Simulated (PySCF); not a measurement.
## Dipole response of Os²⁺ (osmium, charge +2)

[Xe] 4f14 5d6, high-spin 5D determinant. Computed with PySCF 2.14 in ANO-RCC-VTZP, with the spin-free X2C one-electron Hamiltonian (Gaussian nucleus). Coupled (time-dependent) response in atomic units; α is the mean over directions. The basis has no added diffuse functions, which lowers α and C₆.

| method | mean α (bohr³) | α xx, yy, zz | C₆ (like pair) | S(−4) |
| --- | --- | --- | --- | --- |
| B97-3 | 9.652 | 9.954, 9.954, 9.049 | 58.12 | 36.83 |

S(−4) is the Cauchy moment in α(ω) = α(0) + S(−4) ω² + …

Spin-orbit coupling is absent.

α(iu) at B97-3:

| u (hartree) | α(iu) (bohr³) |
| --- | --- |
| 0 | 9.652 |
| 0.0500 | 9.562 |
| 0.100 | 9.307 |
| 0.200 | 8.489 |
| 0.300 | 7.567 |
| 0.500 | 6.072 |
| 0.750 | 4.878 |
| 1.00 | 4.076 |
| 1.50 | 2.980 |
| 2.00 | 2.249 |
| 3.00 | 1.387 |
| 5.00 | 0.6795 |

For an ion, C₆ is the dispersion term alone; charge-induced terms of lower order in 1/R come first.

The components differ because the open shell of this determinant is not spherical; for a pure term their mean is the scalar polarisability.

Spin-orbit coupling, absent here, splits the open shell strongly.
